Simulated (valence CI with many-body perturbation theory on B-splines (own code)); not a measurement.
Results of a calculation; reference values are marked as such.
Energy levels of V17+

Method: relativistic CI+MBPT: four valence electrons over a frozen Dirac-Fock core [He], a basis of 9 s, 9 p, 8 d, 6 f, 3 g, 1 h functions for each j, with the one-electron correlation potential Σ1, the two-electron term Σ2, the three-electron term Σ3, Breit, model QED; selected CI, second order for the rest, scaled by the run's own slope (own B-spline code, finite nucleus).

No measured spectrum was set against this ion. As an estimate, levels of excited configurations hold to 0.05 to 0.15 % of their energy, terms of the ground configuration to about 0.5 %. Among the levels kept, up to 400 cm⁻¹ of a level comes from second order outside the variational space, and about a tenth of that is noise between levels of different J, which matters for small intervals.

Levels 1 to 45 of 50, with energies above the lowest level, 2s²2p² ³P_0. "Leading %" is the weight of the configuration and term that name the level; weights of strongly mixed levels are sums over their largest components and can fall short, so below about 35 % the name and the second component can differ from the true leading terms, or belong to a minority configuration. In the jj column 3d3/2^4 stands for four electrons in 3d with j = 3/2.

```tsv
No.	Configuration	Term	J	E (× 10³ cm⁻¹)	Leading %	g	Second component	Leading jj
1	2s²2p²	³P	0	0.00	93		6 % 2s²2p² ¹S	2s^2 2p1/2^2 (86 %)
2	2s²2p²	³P	1	37.86	99	1.498		2s^2 2p1/2 2p3/2 (99 %)
3	2s²2p²	³P	2	68.18	86	1.432	13 % 2s²2p² ¹D	2s^2 2p1/2 2p3/2 (69 %)
4	2s²2p²	¹D	2	161.10	86	1.063	13 % 2s²2p² ³P	2s^2 2p3/2^2 (69 %)
5	2s²2p²	¹S	0	269.13	90		6 % 2s²2p² ³P	2s^2 2p3/2^2 (84 %)
6	2s2p³	⁵S°	2	366.68	98	1.991		2s 2p1/2 2p3/2^2 (53 %)
7	2s2p³	³D°	2	623.90	89	1.202	10 % 2s2p³ ³P°	2s 2p1/2 2p3/2^2 (62 %)
8	2s2p³	³D°	1	625.18	91	0.577	7 % 2s2p³ ³P°	2s 2p1/2^2 2p3/2 (48 %)
9	2s2p³	³D°	3	635.03	100	1.331		2s 2p1/2 2p3/2^2 (100 %)
10	2s2p³	³P°	0	732.06	100			2s 2p1/2 2p3/2^2 (100 %)
11	2s2p³	³P°	1	735.61	91	1.434	7 % 2s2p³ ³D°	2s 2p1/2 2p3/2^2 (70 %)
12	2s2p³	³P°	2	743.60	85	1.451	11 % 2s2p³ ³D°	2s 2p3/2^3 (60 %)
13	2s2p³	³S°	1	897.82	87	1.883	10 % 2s2p³ ¹P°	2s 2p1/2 2p3/2^2 (61 %)
14	2s2p³	¹D°	2	908.96	96	1.014		2s 2p1/2 2p3/2^2 (72 %)
15	2s2p³	¹P°	1	1015.2	88	1.096	10 % 2s2p³ ³S°	2s 2p3/2^3 (58 %)
16	2p⁴	³P	2	1359.0	92	1.466	6 % 2p⁴ ¹D	2p1/2^2 2p3/2^2 (86 %)
17	2p⁴	³P	1	1411.0	99	1.499		2p1/2 2p3/2^3 (99 %)
18	2p⁴	³P	0	1416.5	93		6 % 2p⁴ ¹S	2p1/2^2 2p3/2^2 (57 %)
19	2p⁴	¹D	2	1480.8	92	1.030	6 % 2p⁴ ³P	2p1/2 2p3/2^3 (87 %)
20	2p⁴	¹S	0	1669.2	90		6 % 2p⁴ ³P	2p3/2^4 (56 %)
21	2s²2p3s	³P°	0	5729.0	96			2s^2 2p1/2 3s (96 %)
22	2s²2p3s	³P°	1	5735.9	78	1.402	18 % 2s²2p3s ¹P°	2s^2 2p1/2 3s (94 %)
23	2s²2p3s	³P°	2	5796.8	96	1.499		2s^2 2p3/2 3s (96 %)
24	2s²2p3s	¹P°	1	5817.5	78	1.093	18 % 2s²2p3s ³P°	2s^2 2p3/2 3s (94 %)
25	2s²2p3p	³D	1	5881.1	61	0.708	32 % 2s²2p3p ¹P	2s^2 2p1/2 3p1/2 (95 %)
26	2s²2p3p	¹P	1	5918.1	28	1.210	25 % 2s²2p3p ³D	2s^2 2p1/2 3p3/2 (80 %)
27	2s²2p3p	³D	2	5919.6	85	1.177	6 % 2s²2p3p ³P	2s^2 2p1/2 3p3/2 (77 %)
28	2s²2p3p	³P	0	5938.8	84		7 % 2s2p²3s ³P	2s^2 2p1/2 3p1/2 (80 %)
29	2s²2p3p	³P	1	5967.6	35	1.305	33 % 2s²2p3p ¹P	2s^2 2p3/2 3p3/2 (57 %)
30	2s²2p3p	³D	3	5970.9	96	1.332		2s^2 2p3/2 3p3/2 (96 %)
31	2s²2p3p	³S	1	5984.6	55	1.772	36 % 2s²2p3p ³P	2s^2 2p3/2 3p1/2 (61 %)
32	2s²2p3p	³P	2	5990.0	72	1.418	9 % 2s²2p3p ³D	2s^2 2p3/2 3p1/2 (54 %)
33	2s²2p3p	¹D	2	6037.9	82	1.067	11 % 2s²2p3p ³P	2s^2 2p3/2 3p3/2 (64 %)
34	2s2p²3s	⁵P	1	6069.4	96	2.479		2s 2p1/2^2 3s (49 %)
35	2s²2p3d	³F°	2	6075.9	73	0.752	21 % 2s²2p3d ¹D°	2s^2 2p1/2 3d3/2 (96 %)
36	2s²2p3p	¹S	0	6093.3	88		6 % 2s2p²3s ³P	2s^2 2p3/2 3p3/2 (77 %)
37	2s2p²3s	⁵P	2	6096.8	98	1.827		2s 2p1/2 2p3/2 3s (88 %)
38	2s²2p3d	³F°	3	6101.0	81	1.106	11 % 2s²2p3d ³D°	2s^2 2p1/2 3d5/2 (79 %)
39	2s²2p3d	¹D°	2	6108.0	37	1.142	26 % 2s²2p3d ³P°	2s^2 2p1/2 3d5/2 (85 %)
40	2s²2p3d	³D°	1	6125.6	69	0.730	17 % 2s²2p3d ³P°	2s^2 2p1/2 3d3/2 (89 %)
41	2s2p²3s	⁵P	3	6127.0	97	1.658		2s 2p3/2^2 3s (52 %)
42	2s²2p3d	³F°	4	6147.1	97	1.249		2s^2 2p3/2 3d5/2 (97 %)
43	2s2p²3s	³P	0	6154.9	85		9 % 2s²2p3p ³P	2s 2p1/2^2 3s (50 %)
44	2s²2p3d	¹D°	2	6156.2	36	1.093	32 % 2s²2p3d ³D°	2s^2 2p3/2 3d3/2 (52 %)
45	2s²2p3d	³D°	3	6174.2	80	1.286	14 % 2s²2p3d ³F°	2s^2 2p3/2 3d5/2 (52 %)
```

Names give the largest LS component (configuration and term), which can be under half, so a name can repeat, a term be missing and a line seem to break the LS rules; names also repeat where a configuration has a term twice.

The ionisation energy to 2s²2p ²P°1/2 of the next ion comes out as 1260.1 eV (NIST: 1258.9 ± 0.6 eV (semi-empirical)). All 50 levels together are meant to be complete up to 6224.0 × 10³ cm⁻¹.
